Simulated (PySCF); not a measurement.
Lowest empty level (eV) of eight silicon and germanium compounds: PBE beside HF, computed with PySCF for isolated molecules in the bases named; differences from unrounded values. The eight are the first of their class met in an unordered collection, after screening for sound electronic states; none was chosen by its value. Each molecule has one DFT geometry for both levels.

```
molecule                                                            basis    HF    PBE  difference
--------------------------------------------------------------  ---------  ----  -----  ----------
Si(H)2(OH)(OSiH3) (H₆O₂Si₂), SMILES O[SiH2]O[SiH3]              def2-TZVP  3.02  -0.88       -3.90
ClH6NSi3, SMILES [SiH]1(Cl)[SiH2]N[SiH2]1                       def2-TZVP  2.08  -1.81       -3.88
C3H11ClSi2, SMILES C[Si](C)(Cl)C[SiH3]                          def2-TZVP  3.06  -0.28       -3.34
CH₈O₂Si₃, SMILES O=CO[SiH2][SiH2][SiH3]                         def2-TZVP  2.61  -1.75       -4.36
C3H6GeO, SMILES [GeH2]1[CH2]C(=O)[CH2]1                         def2-TZVP  3.10  -1.79       -4.88
difluoro(fluorosilyl)silane (F₃H₃Si₂), SMILES F[SiH2][SiH](F)F  def2-TZVP  1.92  -2.20       -4.13
C3H7NSi, SMILES C(=CN[SiH3])=C                                  def2-TZVP  2.98  -1.24       -4.22
C₃H₇FOSi, SMILES F[Si@@H](C(C)=O)C                              def2-TZVP  2.70  -2.45       -5.15
```

PBE lies below HF in 8 and above it in 0 of the eight; the mean signed difference is -4.23 and the largest -5.15 eV.
